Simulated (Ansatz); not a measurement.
`C[O][Sn]([F])([F])[GeH3]` → `[F][Sn][F]` + `C[O][GeH3]` at 298.15 K and 1 bar (stannylene formation by 1,1-elimination).

Calculated with Ansatz (gas phase, PBE0-D4/def2-TZVP geometries, no zero-point term in ΔE). CCSD(T)/CBS is the MP2 limit (def2-TZVPP, def2-QZVPP) plus CCSD(T) − MP2 in def2-TZVPP, frozen cores. def2 core potentials past Kr. For Ge, Sn outer-core shells are correlated without core-valence functions, which leaves a few kJ/mol of doubt a bond. Scalar relativity is left out up to krypton. Each species was taken in one conformer, which may not be the lowest.

```csv
species,CCSD(T)/CBS energy (Eh),H − E (kJ/mol),S (J/(mol·K))
`C[O][Sn]([F])([F])[GeH3]`,-2606.64402,212.4,461.9
`[F][Sn][F]`,-413.70076,20.6,281.9
`C[O][GeH3]`,-2192.93708,187.5,308.8
```

H − E and S are ideal-gas, rigid-rotor, harmonic terms from PBE0-D4/def2-TZVP, for one conformer and one mirror image of each species. 1 Eh = 2625.50 kJ/mol, R = 8.31446 J/(mol·K).

By hand: ΔE, ΔH, ΔS and ΔG.

ΔE = (-413.70076) + (-2192.93708) − (-2606.64402) = 0.00618 Eh = 16.2 kJ/mol. Δ(H − E) = 20.6 + 187.5 − 212.4 = -4.3, so ΔH = 11.9 kJ/mol. ΔS = 281.9 + 308.8 − 461.9 = 128.8 J/(mol·K). ΔG = 11.9 − 298.15 × (128.8)/1000 = -26.5 kJ/mol.

By hand: the equilibrium constant, and the temperature at which ΔG would vanish if ΔH and ΔS stayed fixed.

log₁₀ K = −ΔG/(RT ln 10) = 4.6. ΔG = 0 at ΔH/ΔS = 92 K.

The number of gas molecules changes by +1, which sets the sign of ΔS. A doubt of 5 kJ/mol in ΔE shifts log₁₀ K by 0.9 here. Other conformers and mirror images would add mixing entropy, several J/(mol·K) or more a flexible species. Modes under 60 cm⁻¹, often nearly free rotors, make the harmonic entropy too high. These are equilibria of isolated gas molecules and say nothing of rates. Largest T1 diagnostic: 0.017 (customary marks: 0.02 for closed shells, 0.045 for open ones).
